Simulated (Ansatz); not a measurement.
One change: `[OH][Ti]([OH])([OH])[OH]` becomes `[OH][Ti]([OH])([OH])[I]`.

Ansatz, PBE0-D4/def2-TZVP geometries, multiplicity 1. Each molecule was computed in one conformer, which needn't be the lowest.

Elements past krypton have def2 core potentials. Scalar relativity is left out up to krypton. Spin–orbit coupling is left out; it splits and shifts lone-pair levels of the heavy atoms by tenths of an eV.

```json
{"property": "HOMO energy (B3LYP/def2-TZVPP) / eV", "`[OH][Ti]([OH])([OH])[OH]`": "-8.70"}
{"property": "zero-point energy (PBE0-D4/def2-TZVP) / kJ/mol", "`[OH][Ti]([OH])([OH])[OH]`": "135.2"}
{"property": "HOMO–LUMO gap (ωB97M-V/def2-TZVPP) / eV", "`[OH][Ti]([OH])([OH])[OH]`": "12.24"}
{"property": "HOMO energy (PBE/def2-TZVPP) / eV", "`[OH][Ti]([OH])([OH])[OH]`": "-7.27"}
{"property": "HOMO energy (ωB97M-V/def2-TZVPP) / eV", "`[OH][Ti]([OH])([OH])[OH]`": "-11.42"}
{"property": "LUMO energy (PBE0/def2-TZVPP) / eV", "`[OH][Ti]([OH])([OH])[OH]`": "-1.12"}
```

Q: Give the same properties after the change, and the shifts. (An estimate is asked.)

A: Ansatz gave: 
```csv
property,`[OH][Ti]([OH])([OH])[I]`,shift
HOMO energy (B3LYP/def2-TZVPP) / eV,-7.12,1.58
zero-point energy (PBE0-D4/def2-TZVP) / kJ/mol,102.7,-32.5
HOMO–LUMO gap (ωB97M-V/def2-TZVPP) / eV,9.49,-2.75
HOMO energy (PBE/def2-TZVPP) / eV,-6.23,1.04
HOMO energy (ωB97M-V/def2-TZVPP) / eV,-9.44,1.98
LUMO energy (PBE0/def2-TZVPP) / eV,-2.11,-0.99
```

With PBE0 the HOMO rises by 1.59 eV and the LUMO falls by 0.99 eV, so the gap narrows by about 2.58 eV. PBE moves the HOMO by 1.04 eV and ωB97M-V by 1.98 eV. The zero-point energy changes by -32.5 kJ/mol with -3 modes.

B3LYP here is the variant with VWN-RPA as its local correlation; programs differ in this.
